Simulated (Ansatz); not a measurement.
Born–Oppenheimer molecular dynamics of Cl2H2OSi (6 atoms, charge 0, multiplicity 1). It starts at the highest image of a converged band. Of that band: Neighbouring images differ by up to 1.5 eV, so the band resolves the path poorly. A vibrational analysis at the climbing image gives one clearly imaginary mode, 917i cm⁻¹: a first-order saddle point.

These are results of RKS PBE0-D4/def2-SVP in Ansatz 0.2.0, not measurements.

```
ensemble                      : NVE (velocity Verlet)
time step                     : 0.5 fs
steps asked                   : 200
starting velocities drawn for : 300 K
seed                          : 5536
```

First frame:

```xyz
6
Properties=species:S:1:pos:R:3
Si -0.468 -0.055 0.519
H 0.897 0.006 1.383
Cl 2.067 0.048 0.270
O -1.000 1.274 -0.283
H -1.198 1.208 -1.226
Cl -0.915 -1.709 -0.643
```

Q: How far do the bonds stretch over the last three quarters of this one trajectory? (Pairs bonded in most of those frames.)

A: 
```json
{"bond": "Si1–O4", "mean (Å)": "1.659", "spread (Å)": "0.021", "shortest": "1.62", "longest": "1.69"}
{"bond": "Si1–Cl6", "mean (Å)": "2.146", "spread (Å)": "0.070", "shortest": "2.05", "longest": "2.24"}
{"bond": "H2–Cl3", "mean (Å)": "1.323", "spread (Å)": "0.066", "shortest": "1.27", "longest": "1.55"}
{"bond": "O4–H5", "mean (Å)": "0.970", "spread (Å)": "0.031", "shortest": "0.92", "longest": "1.02"}
```

Pairs bonded in part of these frames only: Si1–H2 11 %, Si1–Cl3 26 %.

Mean temperature of the second half: 1046 K. The conserved energy stayed within 0.32 meV per atom of its start (net change 0.13 meV per atom), so the integration is sound. The kinetic energy rose, since the run started high on the potential surface and went downhill. It ends in pieces (ClH + ClHOSi), so much of that is their flight and rotation, not heat. A run of 0.1 ps of so small a system gives no equilibrium averages. The orbitals stay closed-shell, which can raise the energy where a bond breaks towards radicals; this wasn't checked here.

Run time: 8 min on 1 thread of Arm Neoverse V1 (shared host), peak memory 0.16 GiB.
